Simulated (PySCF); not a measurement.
**A search over the determinants of TlAs⁺**

Unrestricted PBE0; Tl def2-SVP with ECP60, As def2-SVP; scalar-relativistic core potentials (PySCF 2.14). Outer shells of the fragments: Tl+ 5d10 6s2; As 3d10 4s2 4p3.

Followed along the bond (rough minima from three points):

```json
{"2Ms+1": "4", "unpaired": "σ ↑, π ↑↑", "⟨S²⟩ at the start": "3.75", "R at minimum (Å)": "3.21", "Te (eV)": "0.00"}
{"2Ms+1": "2", "unpaired": "σ ↓, π ↑↑", "⟨S²⟩ at the start": "1.76", "R at minimum (Å)": "3.12", "Te (eV)": "0.63"}
{"2Ms+1": "2", "unpaired": "σ ↑, π ↑↓", "⟨S²⟩ at the start": "1.76", "R at minimum (Å)": "3.15", "Te (eV)": "0.68"}
{"2Ms+1": "2", "unpaired": "π ↑", "⟨S²⟩ at the start": "0.75", "R at minimum (Å)": "none in the scan", "Te (eV)": "≤ 1.29"}
```

Solutions found at the starting distance of 2.705 Å, counted from the lowest of them; the search is not exhaustive and high or unbound solutions are not listed, so other states can lie among these:

| 2Ms+1 | unpaired | term | E (eV) | ⟨S²⟩ | ⟨Lz²⟩ | μ (D) |
| --- | --- | --- | --- | --- | --- | --- |
| 4 | σ ↑, π ↑↑ | ⁴Σ⁻ | 0.00 | 3.75 | 0.00 | 0.25 |
| 2 | σ ↓, π ↑↑ | mixed | 0.55 | 1.76 | 0.00 | 0.30 |
| 2 | σ ↑, π ↑↓ | mixed | 0.63 | 1.76 | 2.01 | 0.33 |
| 2 | π ↑ | ²Π | 1.62 | 0.75 | 1.00 | 2.49 |
| 2 | σ ↑ | mixed | 1.68 | 0.76 | 2.00 | 0.61 |
| 2 | π ↑ | ²Π | 1.74 | 0.76 | 1.01 | -1.16 |
| 4 | π ↑↑↑ | ⁴Π | 4.22 | 3.76 | 1.00 | 3.80 |
| 4 | σ ↑, π ↑↑ | mixed | 5.06 | 3.76 | 2.01 | 6.28 |

A term symbol is given only where ⟨S²⟩ and ⟨Lz²⟩ are close to those of a pure state; real π, δ and φ orbitals otherwise mix terms. A positive dipole points towards As; it is taken about the centre of mass and depends on that origin.

**Question.** Compare the gap between the two lowest followed solutions at the starting distance with the gap between their minima.

**Answer.** At PBE0 the second solution (Ms = 0.5 of mixed spin, unpaired electrons σ ↓, π ↑↑) lies +0.55 eV from the first (quartet, unpaired electrons σ ↑, π ↑↑) at 2.705 Å and +0.63 eV at the minima; the two curves relax by different amounts, since their minima lie near 3.12 and 3.21 Å.

These are scalar-relativistic numbers at best; spin–orbit coupling would shift them, the dissociation energy most.
